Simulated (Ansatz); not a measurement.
Total energies of C2H8AlBO, SMILES `[BH2][AlH][CH2]CO`.

```csv
atom,x (Å),y (Å),z (Å)
B1,2.5231,-0.8229,0.1154
Al2,1.1364,0.5213,0.9878
C3,-0.7265,0.6792,0.3606
C4,-1.1384,-0.2351,-0.7736
O5,-2.4432,0.0094,-1.2666
H6,3.2231,-0.5313,-0.8156
H7,2.6798,-1.9458,0.5114
H8,1.5762,1.4635,2.1995
H9,-0.8858,1.7264,0.0685
H10,-1.3753,0.5195,1.2349
H11,-1.0405,-1.2872,-0.4651
H12,-0.4823,-0.0991,-1.6382
H13,-3.0466,0.0021,-0.5189
```

The species carries charge 0 and has multiplicity 1. The structure was optimised at the PBE0-D4/def2-TZVP level. It is one conformer, not always the lowest. Basis def2-TZVPP, Ansatz 0.2.0.

RPA on PBE orbitals: Hartree–Fock energy of these orbitals -421.82149 Eh, correlation -1.31880 Eh (frozen core).

| functional | energy without D4 (Eh) | D4 term (kJ/mol) |
| --- | --- | --- |
| LDA (SPW92) | -420.87581 | – |
| PBE | -423.15774 | -21.4 |
| revPBE | -423.42855 | -65.9 |
| BLYP | -423.46485 | -46.7 |
| r2SCAN | -423.40200 | -5.5 |
| B97M-V | -423.47207 | – |
| PBE0 | -423.20556 | -18.2 |
| B3LYP | -423.57788 | -34.2 |
| r2SCANh | -423.39277 | -5.9 |
| r2SCAN0 | -423.38005 | -6.5 |
| HSE06 (plane-wave form) | -423.18882 | -17.0 |
| BHLYP | -423.44120 | -26.1 |
| CAM-B3LYP | -423.45491 | -18.5 |
| LC-ωPBE | -423.34271 | – |
| ωB97X-V | -423.44814 | – |
| ωB97M-V | -423.43133 | – |
| B2PLYP | -423.26671 | – |
| PBE-QIDH | -423.09112 | – |

B3LYP takes the VWN-RPA correlation (the form of Gaussian; ORCA's B3LYP/G). HSE06 is the plane-wave form, built on full-range PBE exchange. The double hybrids freeze the cores in their second-order part.

LC-ωPBE has ω = 0.4 bohr⁻¹.
